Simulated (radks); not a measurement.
Dipole-allowed excitations along the series with 11 electrons in [Ne] 3s1. All-electron calculation, non-relativistic Kohn-Sham, LB94 model potential, spin-polarised, spherical densities, point nucleus; open shells are filled with parallel spins first. Program: a radial shooting solver on a logarithmic mesh with Libxc functionals. Time-dependent linear response with the Hartree and adiabatic LDA kernel, continuum included through the Sternheimer equations. Lines are the poles of the dipole polarisability below minus the highest occupied eigenvalue, found on a grid refined at the orbital gaps; the lowest seven at most are given, and weak or close lines can be missed. The first line takes the name of the lowest orbital gap if no other gap lies below it; otherwise a line is named after a gap within 0.6 % of it, if that gap stands alone.

species  -e(HOMO) (eV)  lowest orbital gap (eV)  first line (eV)      f  static alpha (bohr^3)
K8+             177.47             3s-3p 18.476   19.826 (3s-3p)  0.485                 0.9624
Ca9+            212.89             3s-3p 20.403   21.892 (3s-3p)  0.455                 0.7410
Sc10+           251.36             3s-3p 22.327   23.953 (3s-3p)  0.429                 0.5831
Ti11+           292.88             3s-3p 24.249   26.010 (3s-3p)  0.406                 0.4674
V12+            337.42             3s-3p 26.168   28.065 (3s-3p)  0.385                 0.3805
Cr13+           385.01             3s-3p 28.086   30.117 (3s-3p)  0.366                 0.3140
